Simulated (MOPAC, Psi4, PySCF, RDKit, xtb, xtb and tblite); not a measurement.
Torsional profile of SMILES O=Cc1ccc(S)s1. Scanned: dihedral O1–C2–C3–S8; all other coordinates were relaxed at GFN2-xTB. Points at φ and −φ are mirror images.

Geometry of the scan point at -100° (Å):
```
12

O      3.3279    -0.0026     0.0704
C      2.3601     0.3881    -0.5172
C      0.9681     0.2164    -0.0567
C      0.3092     0.8519     0.9516
C     -0.9982     0.3668     1.1644
C     -1.3085    -0.6693     0.3360
S     -2.8195    -1.5573     0.3066
S      0.0014    -1.0563    -0.7376
H      2.4448     0.8620    -1.5182
H      0.7405     1.6625     1.5106
H     -1.6759     0.7584     1.9001
H     -2.4749    -2.3775    -0.6843
```

Methods: GFN2-xTB (xtb and tblite); MMFF94 // GFN2-xTB (RDKit); PBE/def2-SVP // GFN2-xTB (Psi4); PBE-D3(BJ)/def2-SVP // GFN2-xTB (Psi4); MP2/cc-pVTZ = DF-MP2 (frozen core)/cc-pVTZ // GFN2-xTB run with Psi4 1.11; HF/cc-pVTZ // GFN2-xTB (Psi4); UFF // GFN2-xTB (RDKit); AM1, restricted, heats of formation // GFN2-xTB (MOPAC); PM3, restricted, heats of formation // GFN2-xTB (MOPAC); GFN1-xTB // GFN2-xTB (xtb); RKS-B3LYP/6-31G* = restricted B3LYP/6-31G*, spherical d, density fitting // GFN2-xTB (PySCF 2.14.0); RHF/6-31G* = restricted Hartree-Fock/6-31G*, spherical d, density fitting // GFN2-xTB (PySCF); RKS-BP86/6-31G* = restricted BP86/6-31G*, spherical d, density fitting // GFN2-xTB run with PySCF; RKS-B3LYP/3-21G = restricted B3LYP/3-21G // GFN2-xTB in PySCF.

Least-squares fit of E(φ) = a0 + Σ (a_n cos nφ + b_n sin nφ), n = 1 to 4, to the 18 scan points, in kJ/mol above the lowest point of each profile (levels whose profile four harmonics don't fit are not listed):

```csv
method,a0,a1,b1,a2,b2,a3,b3,a4,b4,rms of fit
GFN2-xTB,18.03,0.62,0.00,-19.22,0.00,-0.40,0.00,1.67,0.00,0.24
MMFF94,23.53,5.02,0.00,-19.78,0.00,-0.03,0.00,1.60,0.00,0.24
PBE/def2-SVP,29.60,-2.03,0.00,-28.60,0.00,-0.82,0.00,2.37,0.00,0.42
PBE-D3(BJ)/def2-SVP,29.73,-2.03,0.00,-28.72,0.00,-0.85,0.00,2.39,0.00,0.42
MP2/cc-pVTZ,24.92,-2.82,0.00,-22.64,0.00,-0.74,0.00,1.52,0.00,0.17
HF/cc-pVTZ,23.17,-3.04,0.00,-19.41,0.00,-0.92,0.00,0.01,0.00,0.23
UFF,21.65,1.83,0.00,-21.93,0.00,0.43,0.00,3.01,0.00,0.61
AM1,8.47,-0.15,0.00,-7.98,0.00,0.89,0.00,-0.04,0.00,0.22
PM3,7.69,3.52,0.00,-2.81,0.00,1.03,0.00,-0.77,0.00,0.35
GFN1-xTB,18.01,0.45,0.00,-18.99,0.00,-0.11,0.00,1.51,0.00,0.18
RKS-B3LYP/6-31G*,29.22,-3.39,0.00,-26.52,0.00,-0.84,0.00,1.82,0.00,0.23
RHF/6-31G*,24.46,-3.38,0.00,-20.42,0.00,-0.86,0.00,0.06,0.00,0.20
RKS-BP86/6-31G*,30.79,-3.28,0.00,-28.66,0.00,-0.85,0.00,2.50,0.00,0.41
RKS-B3LYP/3-21G,32.69,-3.07,0.00,-29.67,0.00,-1.08,0.00,1.43,0.00,0.22
```
